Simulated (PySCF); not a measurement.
Species, as SMILES: S(F)(=O)F.
Geometry (B3LYP-D3(BJ)/def2-TZVP, fixed):
```
S
O 1 1.4239
F 1 1.6063 2 106.51
F 1 1.6063 2 106.51 3 98.37
```
Charge 0, spin multiplicity 1.

Basis-set convergence of the mean static polarisability at PBE0 with PySCF. All functions are spherical. Density fitting with generated auxiliary sets. No added dispersion term, no relativity. Reference: the value in aug-cc-pV(Q+d)Z, 26.77 bohr³, itself unsure by roughly 0.5 % (its mean distance from aug-pcseg-2, aug-cc-pV(T+d)Z). Deviations are taken from unrounded values. Cost is core time over that of cc-pV(D+d)Z, rough, on shared machines of one kind; a dash marks a row that isn't timed (too short, read off another run, short of memory, by another algorithm or on other hardware).

```tsv
basis	functions	mean static polarisability (bohr³)	minus reference (%)	cost
pcseg-0	40	16.79	-37.3	-
cc-pV(D+d)Z	65	18.56	-30.7	1×
6-311G**	80	19.60	-26.8	1×
6-311+G**	96	23.29	-13.0	2×
def2-SVPD	96	26.43	-1.3	2×
Sadlej pVTZ	104	26.84	0.2	2×
6-311++G(2d,2p)	116	24.61	-8.1	2×
pcseg-2	124	22.63	-15.5	3×
def2-TZVP	130	22.64	-15.4	3×
def2-TZVPP	135	22.66	-15.4	3×
6-311++G(3df,3pd)	164	25.94	-3.1	6×
jun-cc-pV(T+d)Z	165	26.56	-0.8	5×
def2-TZVPD	166	26.76	-0.1	6×
```

The smallest set listed that lies within 5 % of the reference with all its larger relatives (same family, alike in diffuse functions; a set with none counts only in the reference's own line) is def2-SVPD (96 functions, 2× in cost, -1.3 % off). Inside, with no larger relative to test it: Sadlej pVTZ, 6-311++G(3df,3pd). (Relatives not listed, tested too: def2-TZVPPD -0.1, aug-cc-pV(T+d)Z -0.7, def2-QZVPPD 0.1, aug-cc-pV(Q+d)Z 0.0 %.)
